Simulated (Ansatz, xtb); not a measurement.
Potential energy curve for SeH, doublet. Each curve is given relative to its own lowest point near equilibrium.

```
R / Å      A      B      C
-----  -----  -----  -----
1.18   154.8  131.2  157.9
1.24    87.7   67.4   90.3
1.33    28.1   17.4   29.9
1.37    13.6    6.8   14.9
1.41     4.7    1.2    5.5
1.47     0.0    0.0    0.0
1.50     0.8    2.0    0.3
1.55     5.9    8.2    4.6
1.65    26.4   29.5   23.1
1.71    43.5   46.6   38.6
1.83    85.8   87.8   74.7
1.97   152.2  141.4  120.6
2.21   227.6  229.9  193.4
2.43   259.1  300.9  242.6
2.64   273.7  357.6  271.0
2.94   283.4  419.3  289.1
3.27   287.8  464.1  295.9
3.60   289.7      —  298.4
3.94   290.5      —  299.4
4.40   291.0      —  299.9
5.19   291.3      —  300.3
5.90   291.3      —  300.4
```

Energies in kJ/mol.

Q: Match the curves with the methods GFN1-xTB run with xtb; CCSD on UHF/aug-cc-pVDZ, cores with 3d frozen (Ansatz, a program for electronic structure); MP2 on UHF/aug-cc-pVDZ, cores with 3d frozen in Ansatz.

A: A is UMP2; B is GFN1-xTB; C is UCCSD.

Dashes: no converged value, or the column stops at the first point that the program doubted or that broke a chosen test of continuity, which isn't proof of a fault.

The unrestricted determinant behind UCCSD, UMP2 is spin-contaminated at 1.97 to 5.90 Å (<S²> up to 1.8, against 0.75 for a pure doublet).
